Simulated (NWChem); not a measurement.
System: SiH₂ICl; SMILES [SiH2](I)Cl

Here is an NWChem input.

```
start job
memory heap 200 mb stack 900 mb global 1100 mb
geometry units angstroms noautoz
  Si    -0.874526     1.059874     0.000000
  Cl     0.568143     2.529846     0.000000
  I      0.140409    -1.158087     0.000000
  H     -1.691683     1.195007     1.232226
  H     -1.691683     1.195007    -1.232226
end
basis spherical
  * library def2-svp
end
ecp
  I library def2-ecp
end
dft
  xc becke88 perdew86
  iterations 150
  mulliken
end
task dft energy
```

Output (shortened):

```
             Northwest Computational Chemistry Package (NWChem) 7.3.0
             --------------------------------------------------------

 CS  symmetry detected

                             Geometry "geometry" -> ""
                             -------------------------

 Output coordinates in angstroms (scale by  1.889725989 to convert to a.u.)

  No.       Tag          Charge          X              Y              Z
 ---- ---------------- ---------- -------------- -------------- --------------
    1 Si                  14.0000    -0.89436962     1.07090591     0.00000000
    2 Cl                  17.0000     0.54457703     2.54452189     0.00000000
    3 I                   53.0000     0.12617164    -1.14448110     0.00000000
    4 H                    1.0000    -1.71186577     1.20397178     1.23222600
    5 H                    1.0000    -1.71186577     1.20397178    -1.23222600

 Effective nuclear repulsion energy (a.u.)     384.3326293563

      Symmetry information
      --------------------

 Group name             Cs
 Group number              2
 Group order               2
 No. of unique centers     4

 Summary of "ao basis" -> "ao basis" (spherical)
 ------------------------------------------------------------------------------
       Tag                 Description            Shells   Functions and Types
 ---------------- ------------------------------  ------  ---------------------
 Si                         def2-svp                 8       18   4s3p1d
 Cl                         def2-svp                 8       18   4s3p1d
 I                          def2-svp                10       26   4s4p2d
 H                          def2-svp                 3        5   2s1p

      Symmetry analysis of basis
      --------------------------

        a'         49
        a"         23

            General Information
            -------------------
          SCF calculation type: DFT
          Wavefunction type:  closed shell.
          No. of atoms     :     5
          No. of electrons :    58
           Alpha electrons :    29
            Beta electrons :    29
          Charge           :     0
          Spin multiplicity:     1
          Use of symmetry is: on ; symmetry adaption is: on
          Maximum number of iterations: 150
          AO basis - number of functions:    72
                     number of shells:    32
          Convergence on energy requested:  1.00D-06
          Convergence on density requested:  1.00D-05
          Convergence on gradient requested:  5.00D-04

              XC Information
              --------------
                    Becke 1988 Exchange Functional  1.000
                Perdew 1981 Correlation Functional  1.000 local
                Perdew 1986 Correlation Functional  1.000 non-local

             Grid Information
             ----------------
          Grid used for XC integration:  medium
          Radial quadrature: Mura-Knowles
          Angular quadrature: Lebedev.
          Tag              B.-S. Rad. Rad. Pts. Rad. Cut. Ang. Pts.
          ---              ---------- --------- --------- ---------
          Si                  1.10       88           9.0       590
          Cl                  1.00       88          11.0       590
          I                   1.40      123          10.0       590
          H                   0.35       45          10.0       434
          Grid pruning is: on
          Number of quadrature shells:   344
          Spatial weights used:  Erf1

      Superposition of Atomic Density Guess
      -------------------------------------

 Sum of atomic energies:       -1096.18774142

      Non-variational initial energy
      ------------------------------

 Total energy =   -1046.317525
 1-e energy   =   -1997.454540
 2-e energy   =     728.879121
 HOMO         =      -0.334979
 LUMO         =       0.037856

      Symmetry analysis of molecular orbitals - initial
      -------------------------------------------------

  Numbering of irreducible representations:

     1 a'          2 a"

  Orbital symmetries:

     1 a'          2 a'          3 a'          4 a'          5 a"
     6 a'          7 a'          8 a'          9 a'         10 a"
    11 a'         12 a"         13 a'         14 a'         15 a'
    16 a"         17 a'         18 a"         19 a'         20 a'
    21 a'         22 a'         23 a'         24 a"         25 a'
    26 a"         27 a'         28 a'         29 a"         30 a'
    31 a'         32 a'         33 a"         34 a'         35 a'
    36 a"         37 a'         38 a'         39 a'

     ---------------------------------------------
      Total Density - Mulliken Population Analysis
     ---------------------------------------------

    Atom       Charge   Shell Charges
 -----------   ------   -------------------------------------------------------
    1 Si  14    13.10   2.00  1.99  0.96  0.21  5.93  0.92  0.90  0.18
    2 Cl  17    17.40   2.00  1.99  1.22  0.72  5.94  2.16  3.36  0.01
    3 I   25    25.36   1.83  0.22  1.23  0.67  2.92  3.13  2.66  2.68  9.82  0.19
    4 H    1     1.07   0.70  0.36  0.01
    5 H    1     1.07   0.70  0.36  0.01

   convergence    iter        energy       DeltaE   RMS-Dens  Diis-err
 ---------------- ----- ----------------- --------- --------- ---------
 d= 0,ls=0.0,diis     1  -1048.5799051233 -1.27D+03  2.08D-02  4.52D-01
 d= 0,ls=0.0,diis     2  -1048.4958091606  8.41D-02  1.50D-02  8.26D-01
 d= 0,ls=0.0,diis     3  -1048.6323101347 -1.37D-01  3.51D-03  3.95D-02
 d= 0,ls=0.0,diis     4  -1048.6391102351 -6.80D-03  9.20D-04  1.75D-03
 d= 0,ls=0.0,diis     5  -1048.6393699689 -2.60D-04  2.47D-04  1.21D-04
  Resetting Diis
 d= 0,ls=0.0,diis     6  -1048.6393850805 -1.51D-05  8.67D-05  2.19D-05
 d= 0,ls=0.0,diis     7  -1048.6393889940 -3.91D-06  2.73D-05  5.65D-07
 d= 0,ls=0.0,diis     8  -1048.6393889210  7.31D-08  1.60D-05  1.07D-06
 d= 0,ls=0.0,diis     9  -1048.6393890966 -1.76D-07  1.81D-06  1.58D-08

         Total DFT energy =    -1048.639389096603
      One electron energy =    -1998.493822796710
           Coulomb energy =      799.957041855655
    Exchange-Corr. energy =      -72.360502368922
 Nuclear repulsion energy =      222.257894213375

 Numeric. integr. density =       57.999993501658

                  Occupations of the irreducible representations
                  ----------------------------------------------

                     irrep           alpha         beta
                     --------     --------     --------
                     a'               21.0         21.0
                     a"                8.0          8.0

                       DFT Final Molecular Orbital Analysis
                       ------------------------------------

 Vector   27  Occ=2.000000D+00  E=-2.912282D-01  Symmetry=a"
              MO Center=  1.1D-01,  2.2D+00,  4.2D-13, r^2= 2.6D+00
   Bfn.  Coefficient  Atom+Function         Bfn.  Coefficient  Atom+Function
  ----- ------------  ---------------      ----- ------------  ---------------
    31      0.584016  2 Cl pz                28      0.433817  2 Cl pz
    25      0.252426  2 Cl pz                63     -0.165479  4 H  s
    68      0.165479  5 H  s                 64     -0.140259  4 H  s
    69      0.140259  5 H  s                 10     -0.111618  1 Si pz
    49     -0.089961  3 I  pz                52     -0.086669  3 I  pz

 Vector   28  Occ=2.000000D+00  E=-2.531636D-01  Symmetry=a'
              MO Center=  9.2D-02, -8.6D-01,  3.1D-12, r^2= 2.8D+00
   Bfn.  Coefficient  Atom+Function         Bfn.  Coefficient  Atom+Function
  ----- ------------  ---------------      ----- ------------  ---------------
    47      0.530274  3 I  px                50      0.463985  3 I  px
    48      0.263424  3 I  py                51      0.231864  3 I  py
    44     -0.215282  3 I  px                30      0.178838  2 Cl py
    41     -0.174282  3 I  px                27      0.128273  2 Cl py
    45     -0.106144  3 I  py                42     -0.085947  3 I  py

 Vector   29  Occ=2.000000D+00  E=-2.498382D-01  Symmetry=a"
              MO Center= -1.9D-02, -9.2D-01, -3.3D-12, r^2= 2.7D+00
   Bfn.  Coefficient  Atom+Function         Bfn.  Coefficient  Atom+Function
  ----- ------------  ---------------      ----- ------------  ---------------
    49      0.590464  3 I  pz                52      0.528401  3 I  pz
    46     -0.239918  3 I  pz                43     -0.194132  3 I  pz
    63     -0.114761  4 H  s                 64     -0.115211  4 H  s
    68      0.114761  5 H  s                 69      0.115211  5 H  s
    10     -0.053154  1 Si pz                17     -0.048402  1 Si d  1

 Vector   30  Occ=0.000000D+00  E=-6.478595D-02  Symmetry=a'
              MO Center= -3.1D-01,  1.9D-01,  7.3D-15, r^2= 4.6D+00
   Bfn.  Coefficient  Atom+Function         Bfn.  Coefficient  Atom+Function
  ----- ------------  ---------------      ----- ------------  ---------------
    51      0.714220  3 I  py                 3     -0.615447  1 Si s
     4     -0.551493  1 Si s                 12      0.539246  1 Si py
    11     -0.492503  1 Si px                40      0.426998  3 I  s
    30     -0.317487  2 Cl py                48      0.314333  3 I  py
     2     -0.274080  1 Si s                 50     -0.253214  3 I  px

 Vector   31  Occ=0.000000D+00  E=-3.315503D-02  Symmetry=a'
              MO Center= -8.2D-01,  9.8D-01,  5.8D-15, r^2= 3.8D+00
   Bfn.  Coefficient  Atom+Function         Bfn.  Coefficient  Atom+Function
  ----- ------------  ---------------      ----- ------------  ---------------
    12      0.899055  1 Si py                11      0.677364  1 Si px
    22     -0.530726  2 Cl s                 29      0.408456  2 Cl px
    30      0.347140  2 Cl py                50     -0.329448  3 I  px
     9      0.270114  1 Si py                40      0.220269  3 I  s
     3      0.197039  1 Si s                  8      0.197054  1 Si px

[...]
```

Level: BP86/def2-SVP with def2 effective core potentials on I. All runs use the structure optimised with PBE0/def2-SVP. def2 effective core potentials on I; no spin-orbit coupling.
